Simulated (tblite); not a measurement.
Run record: tight-binding relaxation, `CC[Si@@H]([SiH3])[SiH2]C(C)C`.

Computed with GFN2-xTB geometry optimisation, gas phase (tblite 0.8.0). Start geometry: from a force field or distance geometry. The command runs a driver script over a list of jobs; the input below is this job's line of settings and its coordinates in Å.

Command:
```bash
OMP_NUM_THREADS=1 python probes_run.py task.json out
```

Input:
```
{"job": {"kind": "relax", "xc": "GFN2-xTB", "basis": "xTB"}, "charge": 0, "multiplicity": 1}
C     -3.120700     1.510300     0.179200
C     -2.638600     0.264700    -0.499200
Si    -1.054000    -0.399100     0.306900
Si    -1.264200    -2.616000     0.329600
Si     0.619500     0.296800    -0.946600
C      2.288100     0.011700    -0.223000
C      2.276700    -0.437400     1.206300
C      3.077200     1.319400    -0.352800
H     -2.669400     1.590600     1.178400
H     -4.230300     1.450500     0.232200
H     -2.887000     2.437200    -0.389800
H     -2.420200     0.533600    -1.550600
H     -3.407500    -0.531700    -0.481800
H     -0.974900     0.088500     1.681700
H     -2.705700    -2.940900     0.460400
H     -0.783700    -3.175700    -0.913800
H     -0.615200    -3.209700     1.519200
H      0.496800    -0.347900    -2.263600
H      0.451000     1.762200    -1.133300
H      2.861400    -0.726900    -0.836400
H      3.330000    -0.676700     1.486600
H      1.703700    -1.379600     1.354800
H      1.933000     0.367100     1.907200
H      3.884800     1.198000    -1.111100
H      3.471800     1.556200     0.642700
H      2.356300     2.077500    -0.739900
```

Question: Give the output.

Answer: 
```
step      E/eV     max force
  0    -680.20941    1.733
  1    -680.44810    0.950
  2    -680.55780    0.665
  3    -680.63804    0.514
  4    -680.71307    0.525
  5    -680.75671    0.415
  6    -680.78685    0.330
  7    -680.81598    0.402
  8    -680.84761    0.363
  9    -680.88120    0.352
... (218 lines left out)
228    -681.34538    0.019
229    -681.34543    0.013
230    -681.34546    0.016
231    -681.34550    0.012
232    -681.34553    0.012
233    -681.34556    0.012
234    -681.34560    0.011
235    -681.34562    0.011
236    -681.34564    0.011
237    -681.34566    0.010
```

«max force» is the largest atomic force in eV/Å.

Question: From which step on does the largest force stay under 0.1 eV/Å, and how much energy is left to gain from there?

Answer: From step 130 (0.060 eV/Å), 29.5 meV above the end.

Summary of the converged run: energy lowered by 26.2 kcal/mol over 237 steps; largest atomic force 0.010 eV/Å at the end.

Hardware: one thread, Intel Xeon at 2.50 GHz (x86_64), shared host with 64 logical CPUs at a one-minute load of 64. Cost: 12 s wall, 11 s CPU.
Labels such as C1 count atoms from 1, the log's own numbers from 0.
